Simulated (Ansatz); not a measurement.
Consider the formal loss of a carbene: `C[SiH2][NH][SnH3]` → `[CH2]` (triplet) + `[SiH3][NH][SnH3]`.

Program: Ansatz. Geometries: PBE0-D4/def2-TZVP. ΔE: electronic, gas phase. CBS: MP2 limit from def2 TZ/QZ plus the TZ coupled-cluster correction, frozen cores. This one scheme is used for every species. Functionals use def2-TZVPP. B3LYP here is the variant with VWN-RPA as its local correlation; programs differ in this. Triplets are unrestricted, without spin–orbit coupling. Elements past krypton have def2 core potentials. For Sn outer-core shells are correlated without core-valence functions, which leaves a few kJ/mol of doubt a bond. Each species was taken in one conformer, which may not be the lowest.

```
             level  ΔE (eV)  difference from CCSD(T)/CBS
            PBE-D4     5.06                         0.06
           PBE0-D4     4.97                        -0.03
          B3LYP-D4     4.91                        -0.09
           ωB97X-V     5.08                         0.08
            B2PLYP     4.87                        -0.13
               PBE     4.97                        -0.03
            r2SCAN     4.76                        -0.24
              PBE0     4.90                        -0.10
             B3LYP     4.77                        -0.23
    MP2/def2-TZVPP     5.02                         0.02
SCS-MP2/def2-TZVPP     4.98                        -0.02
CCSD(T)/def2-TZVPP     4.86                        -0.14
     HF/def2-QZVPP     3.38                        -1.62
      HF/CBS(def2)     3.38                        -1.62
     MP2/CBS(def2)     5.16                         0.16
    CCSD/CBS(def2)     4.88                        -0.12
       CCSD(T)/CBS     5.00                            0
```

Largest T1 diagnostic among the species: 0.012.

The D4 term adds +0.14 eV with B3LYP and +0.08 eV with PBE0; it sums over pairs of atoms, weighted by their polarisabilities, and B3LYP, whose exchange is more repulsive, gets the larger term. From PBE to PBE0 (25 % exact exchange), in def2-TZVPP and without D4, ΔE moves by −0.07 eV.
